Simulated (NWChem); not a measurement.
System: SnF cation, singlet; SMILES [F][Sn+]

NWChem input:

```
start job
memory heap 200 mb stack 900 mb global 1100 mb
charge 1
geometry units angstroms noautosym nocenter noautoz
  Sn     0.000000     0.000000    -0.240315
  F      0.000000     0.000000     1.663356
end
basis spherical
  * library def2-svpd
end
ecp
  Sn library def2-ecp
end
dft
  xc b3lyp
  iterations 150
end
tddft
  nroots 8
  notriplet
end
task tddft energy
```

Low-valent species are run as closed-shell singlets; no triplet was tried in these runs. Coordinates come from a PBE0/def2-SVP optimisation. def2 effective core potentials on Sn; no spin-orbit coupling.

Vertical excitations in the gas phase.

### Question
Predict the main results of this run. (B3LYP/def2-SVPD with def2 effective core potentials on Sn, full TDDFT.) Quantities: lowest excitation, singlet (eV); oscillator strength of that lowest state; lowest state with f > 0.02, singlet (eV); oscillator strength of that bright state; orbital gap (eV).

### Answer
```json
{
 "lowest excitation, singlet (eV)": "5.86",
 "oscillator_strength_of_that_lowest_state": "0.078",
 "lowest state with f > 0.02, singlet (eV)": "5.86",
 "oscillator_strength_of_that_bright_state": "0.078",
 "orbital gap (eV)": "6.64"
}
```
